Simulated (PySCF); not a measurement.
C₈H₁₁N.
Bonds: C1–N2, N2–C3, C3–C4 (aromatic), C4–C5 (aromatic), C5–C6 (aromatic), C6–C7 (aromatic), C7–C8 (aromatic), C8–C9, C3–C8 (aromatic). Hydrogens: H10, H11, H12 on C1; H13 on N2; H14 on C4; H15 on C5; H16 on C6; H17 on C7; H18, H19, H20 on C9.

All values: B3LYP/def2-SVPD (PySCF, non-relativistic), on one gas-phase PBE0-D3(BJ)/def2-SVP geometry that isn't relaxed in the solvent. The solvent is an IEF-PCM continuum (cavity from Bondi-type radii × 1.2), and excitations are vertical TDDFT with non-equilibrium linear response and a frozen core. The model holds no explicit solvent molecules, cavitation or dispersion.

Gas-phase singlets (H = HOMO, L = LUMO):

| state | E (eV) | λ (nm) | f | leading configurations |
| --- | --- | --- | --- | --- |
| S1 | 4.639 | 267 | 0.051 | H→L 89%, H-1→L+1 8% |
| S2 | 4.880 | 254 | 0.001 | H→L+2 78%, H→L+1 21% |
| S3 | 5.358 | 231 | 0.165 | H→L+1 64%, H→L+2 17%, H-1→L 10% |
| S4 | 5.471 | 227 | 0.021 | H→L+3 90% |
| S5 | 5.685 | 218 | 0.003 | H→L+4 96% |

Problem. Give the list for chloroform (ε = 4.711), n² = 2.09.

Solution. 
| state | E (eV) | λ (nm) | f | leading configurations | change by rank (eV) |
| --- | --- | --- | --- | --- | --- |
| S1 | 4.559 | 272 | 0.076 | H→L 92% | -0.080 |
| S2 | 5.064 | 245 | 0.016 | H→L+2 89%, H→L+1 9% | +0.184 |
| S3 | 5.250 | 236 | 0.264 | H→L+1 82%, H→L+2 9% | -0.108 |
| S4 | 5.620 | 221 | 0.008 | H→L+3 89%, H→L+4 10% | +0.149 |
| S5 | 5.731 | 216 | 0.010 | H→L+4 89%, H→L+3 10% | +0.046 |

Problem. How does the list change in acetone (ε = 20.49)?

Solution. 
```json
{"state": "S1", "E (eV)": "4.545", "λ (nm)": "273", "f": "0.071", "leading configurations": "H→L 92%", "change by rank (eV)": "-0.094"}
{"state": "S2", "E (eV)": "5.113", "λ (nm)": "242", "f": "0.036", "leading configurations": "H→L+2 81%, H→L+1 16%", "change by rank (eV)": "+0.233"}
{"state": "S3", "E (eV)": "5.255", "λ (nm)": "236", "f": "0.232", "leading configurations": "H→L+1 74%, H→L+2 17%", "change by rank (eV)": "-0.103"}
{"state": "S4", "E (eV)": "5.676", "λ (nm)": "218", "f": "0.004", "leading configurations": "H→L+3 84%, H→L+4 14%", "change by rank (eV)": "+0.205"}
{"state": "S5", "E (eV)": "5.765", "λ (nm)": "215", "f": "0.013", "leading configurations": "H→L+4 84%, H→L+3 14%", "change by rank (eV)": "+0.080"}
```

Problem. The ground-state energy changes by -0.193 eV from gas to acetone. By how much does the total energy of gas-phase S1 change?

Solution. E(S1) = E(S0) + excitation energy, so it changes by -0.193 − 0.094 = -0.287 eV: it is lowered more than the ground state, which is what a red shift means. This is the vertical state, with the slow part of the continuum still set for S0.

Problem. How do the frontier levels move from gas to acetone?

Solution. 
```
orbital  gas (eV)  solvent (eV)  change (eV)                   Löwdin shares, gas              Löwdin shares, solvent
 LUMO+2      0.29          0.53        +0.24  C1 15 %, H13 12 %, C9 12 %, H12 8 %   C1 16 %, C9 14 %, H13 7 %, C3 6 %
 LUMO+1      0.26          0.16        -0.10    C3 17 %, C6 16 %, C7 10 %, C5 9 %  C6 20 %, C3 20 %, C7 12 %, C5 11 %
   LUMO     -0.10         -0.21        -0.11   C5 19 %, C8 19 %, C7 17 %, C4 16 %  C8 19 %, C5 19 %, C4 17 %, C7 17 %
   HOMO     -5.44         -5.47        -0.03   N2 27 %, C6 16 %, C3 11 %, C8 11 %  N2 28 %, C6 15 %, C8 11 %, C3 11 %
 HOMO-1     -6.64         -6.77        -0.13   C7 21 %, C4 21 %, C5 18 %, C8 17 %  C7 21 %, C4 20 %, C5 18 %, C8 16 %
 HOMO-2     -8.13         -8.15        -0.02   N2 26 %, C6 16 %, C3 12 %, C7 10 %   N2 24 %, C6 15 %, C3 13 %, C7 9 %
 HOMO-3     -9.13         -9.14        -0.01   C5 12 %, C4 12 %, C7 11 %, C3 11 %  C4 12 %, C5 11 %, C3 11 %, C7 11 %
```

The HOMO–LUMO gap goes from 5.33 to 5.25 eV.

The values belong to the conformer `[CH3:1][NH:2][c:3]1[cH:4][cH:5][cH:6][cH:7][c:8]1[CH3:9]`: C1–N2–C3–C4 -9°.
